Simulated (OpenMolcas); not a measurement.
d2 ions of charge +3 down a group on the Y site of Cs2NaYF6

```yaml
Program: OpenMolcas 26.06
Method: CASSCF
Spin-orbit_coupling: RASSI with atomic mean-field integrals over the reference wave functions
```

The d shell is active. Each dopant is a cluster with its nearest anions in model potentials and point charges, with no relaxation. Distances were set from a Shannon-type radius of the metal (high-spin where two are listed) plus a fixed donor radius (F 1.31 Å), in hosts weighted 0.65 to 0.35 with the host's distance in the model lattice. Ligand basis ANO-RCC-VDZP, DKH2 Hamiltonian. States (labels of O, the rotations of Oh). Energies in cm-1 above the lowest state or level, χT in cm3 K/mol; under a threefold ground state the first gap can be a small split of the lowest multiplet, not the spin-orbit step; 10Dq and B are least-squares fits to the states below 45000 cm-1, weighted by degeneracy, with a free offset, and given where the rms deviation is under 5 % of |10Dq| (or 100 cm-1) and under 700 cm-1. Spin-only χT is S(S+1) / 2 for the spin of the ground state.

```json
{"Ion": "V3+", "Shell": "3d2", "R (Å)": "2.03", "Metal basis": "ANO-RCC-VTZP", "Ground state": "3T1", "First state of that spin": "3T2 10904", "10Dq": "12389", "B (rms of fit)": "1002 (73)", "First gap with spin-orbit (degeneracies)": "6.6 (2, 3)", "χT at 300 K": "0.890", "First state of another spin": "1T2 14076", "Spin-only χT": "1.000"}
{"Ion": "Nb3+", "Shell": "4d2", "R (Å)": "2.082", "Metal basis": "ANO-RCC-VTZP", "Ground state": "3T1", "First state of that spin": "3T2 24275", "10Dq": "25809", "B (rms of fit)": "690 (88)", "First gap with spin-orbit (degeneracies)": "22.1 (2, 3)", "χT at 300 K": "0.461", "First state of another spin": "1E 9909", "Spin-only χT": "1.000"}
{"Ion": "Ta3+", "Shell": "5d2", "R (Å)": "2.082", "Metal basis": "ANO-RCC-VTZP", "Ground state": "3T1", "First state of that spin": "3T2 28849", "10Dq": "30328", "B (rms of fit)": "656 (118)", "First gap with spin-orbit (degeneracies)": "213.7 (2, 3)", "χT at 300 K": "0.156", "First state of another spin": "1E 9429", "Spin-only χT": "1.000"}
```

|10Dq| changes by factors of 25809 / 12389 = 2.08 from V3+ to Nb3+, 30328 / 25809 = 1.18 from Nb3+ to Ta3+.

B goes from 1002 cm-1 (V3+) to 656 cm-1 (Ta3+).

χT departs most from the spin-only value for Ta3+, by -0.844 cm3 K/mol.

An orbital triplet at a regular site is open to Jahn-Teller coupling, which can distort the site and quench the lowest spin-orbit gaps and is left out. Without dynamic correlation the repulsion within the d shell is too large (B by tens of per cent), so at a given field states of lower spin stand too high. Ligand-to-metal charge-transfer states are missing. With no ligand orbital active B as a rule stays too high, so bands that hang on it stand too high and its fall with covalency is understated. With metal d orbitals alone and no dynamic correlation 10Dq can be off by a tenth to a fifth, either way, in oxide and fluoride hosts (holds for V3+). The least metal-like active orbital is 84 % on the metal (Löwdin) and no ligand orbital is active, so the numbers are rough (holds for Nb3+). With metal d orbitals alone the field can be off either way by tens of per cent (holds for Nb3+; Ta3+). The least metal-like active orbital is 82 % on the metal (Löwdin) and no ligand orbital is active, so the numbers are rough (holds for Ta3+). No measured value stands beside these numbers; the geometry was set by hand and not optimised.
